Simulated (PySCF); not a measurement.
Static response to an electric field

Compound: phenyl isocyanate, C7H5NO.
SMILES with atom numbers: `[O:1]=[C:2]=[N:3][c:4]1[cH:5][cH:6][cH:7][cH:8][cH:9]1` (hydrogens: H10 on C5; H11 on C6; H12 on C7; H13 on C8; H14 on C9)

Structure used (PBE0-D3(BJ)/def2-SVP), in Å, numbered top down from 1:
```xyz
14
C7H5NO angstrom
O      4.2959    0.3069    0.2637
C      3.1802   -0.0405    0.2459
N      2.0728   -0.5041    0.2499
C      0.7218   -0.2476    0.1008
C     -0.1847   -1.3076    0.2166
C     -1.5484   -1.0730    0.0692
C     -2.0204    0.2124   -0.1934
C     -1.1158    1.2679   -0.3080
C      0.2496    1.0460   -0.1628
H      0.1987   -2.3084    0.4221
H     -2.2494   -1.9058    0.1608
H     -3.0913    0.3923   -0.3086
H     -1.4757    2.2789   -0.5134
H      0.9603    1.8707   -0.2523
```

Level: PBE0/def2-SVPD (PySCF), static field, nuclei fixed, core orbitals frozen in the response. The polarisability tensor in these axes (au):

```
x   139.32   5.28   5.78
y     5.28  87.38  -6.11
z     5.78  -6.11  51.93
```

Problem. Diagonalise the tensor; give its mean and Δα, where Δα² is half the sum of the squared differences of the eigenvalues.

Solution. Principal values 50.42, 88.06 and 140.15 au; mean 92.88 au = 13.76 Å³ = 15.31 × 10⁻⁴⁰ C²·m²/J; Δα = 78.04 au (84 % of the mean).

Problem. What is the dipole moment, and where does it point?

Solution. (-2.58, 0.08, -0.21) D, 2.59 D in size, pointing from the negative to the positive side. Measured along this direction, the outermost atoms are O1 at the negative end and H12 at the positive end.

Problem. In a dilute gas of rigid molecules at 400 K, how does the orientational term μ²/3kT compare with the electronic polarisability?

Solution. In Gaussian units μ²/3kT = 40.54 Å³ against 13.76 Å³, a ratio of 2.95; the Debye molar polarisation (4π/3)N_A(α + μ²/3kT) is 137.0 cm³/mol, leaving out the vibrational part.

Problem. Find the Langevin capture rate constant for H3O+ (19.018 u) meeting this molecule (119.037 u), k = 2.342 × 10⁻⁹ cm³/s × √(α in Å³ / reduced mass in u).

Solution. The reduced mass is 16.40 u, so k = 2.15 × 10⁻⁹ cm³/s. The formula leaves out the permanent dipole, which adds to the capture rate.

Problem. What would n − 1 = 2πNα be for an ideal gas of these molecules at 273.15 K and 1 atm, electronic part alone?

Solution. N = p/kT = 2.6868 × 10¹⁹ cm⁻³, so n − 1 = 2π × N × 13.76 × 10⁻²⁴ cm³ = 2323 × 10⁻⁶ at long wavelengths, for an ideal gas.

Geometry: PBE0-D3(BJ)/def2-SVP, one conformer, isolated molecule.

The run behind these numbers computed excited states and ΔSCF ions as well. On one thread, Arm Neoverse V1 (aarch64), no GPU (shared host), this took 96 s of wall time and 1.1 GiB of memory at its peak.
